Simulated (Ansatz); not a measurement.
Relaxation of C₂H₉NSi (13 atoms, charge 0, multiplicity 1), to a largest force component of 0.02 eV/Å in at most 40 steps.

Method: Ansatz 0.2.0, RKS B3LYP/STO-3G.

```xyz
13
Properties=species:S:1:pos:R:3
Si 0.000 0.000 0.000
H 0.000 0.000 1.460
C 1.763 0.000 -0.623
H 2.111 -1.046 -0.751
H 1.812 0.528 -1.598
H 2.415 0.519 0.111
C -0.881 1.526 -0.623
H -1.933 1.272 -0.867
H -0.862 2.311 0.162
H -0.370 1.903 -1.534
N -0.857 -1.485 -0.606
H -1.392 -2.101 0.070
H -0.822 -1.734 -1.636
```

Where does it end, and by what steps?

The run converged. Limits of this set-up: minimal basis. After 12 steps the energy has fallen by 0.445 eV; H12 moved furthest, 0.64 Å.

```csv
step,energy less start (eV),largest force component (eV/Å),accepted
0,0.0000,2.225,yes
1,-0.2678,1.103,yes
2,-0.3162,0.195,yes
3,-0.3579,0.619,yes
4,-0.3496,1.939,no
5,-0.3934,0.480,yes
6,-0.4166,0.571,yes
7,-0.4244,0.515,yes
8,-0.4327,0.339,yes
9,-0.4352,0.237,yes
10,-0.4438,0.042,yes
11,-0.4444,0.033,yes
12,-0.4446,0.013,yes
```

```xyz
13
Properties=species:S:1:pos:R:3
Si 0.011 -0.104 -0.011
H -0.071 -0.210 1.429
C 1.800 0.007 -0.562
H 2.360 -0.888 -0.262
H 1.882 0.100 -1.652
H 2.299 0.878 -0.118
C -0.912 1.452 -0.547
H -1.967 1.420 -0.247
H -0.468 2.345 -0.089
H -0.881 1.590 -1.635
N -0.670 -1.612 -0.663
H -1.672 -1.719 -0.364
H -0.727 -1.569 -1.712
```

Whether the end is a true minimum wasn't checked by a vibrational analysis.

The run took 31 s on 1 thread of Arm Neoverse V1, with other jobs on the host, peak memory 0.12 GiB.
